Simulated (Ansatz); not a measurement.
Geometry optimisation, RKS PBE0-D4/STO-3G in Ansatz 0.2.0.

The input (input.yaml):

```yaml
crystal:
  periodic: [false, false, false]
  atoms:
    - { symbol: "N", position_ang: [-1.6439, 1.2133, 0.129] }
    - { symbol: B, position_ang: [-0.3133, 0.6267, 0.1658] }
    - { symbol: C, position_ang: [1.09269, 1.28222, -0.16242] }
    - { symbol: C, position_ang: [1.7046, 0.38479, 0.93552] }
    - { symbol: O, position_ang: [0.44932, -0.15625, 1.21301] }
    - { symbol: H, position_ang: [-1.6927, 2.0555, 0.8086] }
    - { symbol: H, position_ang: [-1.7702, 1.691, -0.8246] }
    - { symbol: H, position_ang: [1.16843, 2.3116, 0.03053] }
    - { symbol: H, position_ang: [1.48242, 0.93226, -1.21579] }
    - { symbol: H, position_ang: [2.41744, -0.30115, 0.56513] }
    - { symbol: H, position_ang: [1.99762, 1.06557, 1.77176] }
basis:
  gaussian: { orbitals: STO-3G }
hamiltonian:
  xc: pbe0
  dispersion: d4
relax:
  f_tol: 0.015
  max_steps: 40
output:
  orbitals: {}
```

Launched with:

```bash
$ ansatz run input.yaml --threads 1 --pin off --max-ram 2048MiB --backend cpu --events-out ev --progress --plain --runs-dir out
```

**Question.** Where does it end, and by what steps?

**Answer.** It converged. Limits of this set-up: minimal basis. After 11 steps the energy has fallen by 2.435 eV; H6 moved furthest, 1.19 Å.

| step | energy less start (eV) | largest force component (eV/Å) | accepted |
| --- | --- | --- | --- |
| 0 | 0.0000 | 6.766 | yes |
| 1 | -1.4788 | 2.071 | yes |
| 2 | -1.7957 | 1.005 | yes |
| 3 | -1.9997 | 1.740 | yes |
| 4 | -2.1848 | 1.034 | yes |
| 5 | -2.3261 | 0.625 | yes |
| 6 | -2.3776 | 1.128 | yes |
| 7 | -2.3864 | 0.460 | yes |
| 8 | -2.4325 | 0.219 | yes |
| 9 | -2.4348 | 0.025 | yes |
| 10 | -2.4349 | 0.025 | yes |
| 11 | -2.4349 | 0.006 | yes |

```xyz
11
Properties=species:S:1:pos:R:3
N -1.519 1.366 0.108
B -0.189 1.042 0.365
C 1.232 1.329 -0.275
C 1.678 0.444 0.930
O 0.287 0.254 1.425
H -2.309 1.049 0.693
H -1.815 1.951 -0.688
H 1.618 2.354 -0.239
H 1.457 0.889 -1.254
H 2.145 -0.525 0.665
H 2.307 0.952 1.688
```

Time of the run: 18 s on 1 thread of Intel(R) Xeon(R) 6975P-C (Granite Rapids) (shared host), peak memory 0.16 GiB.
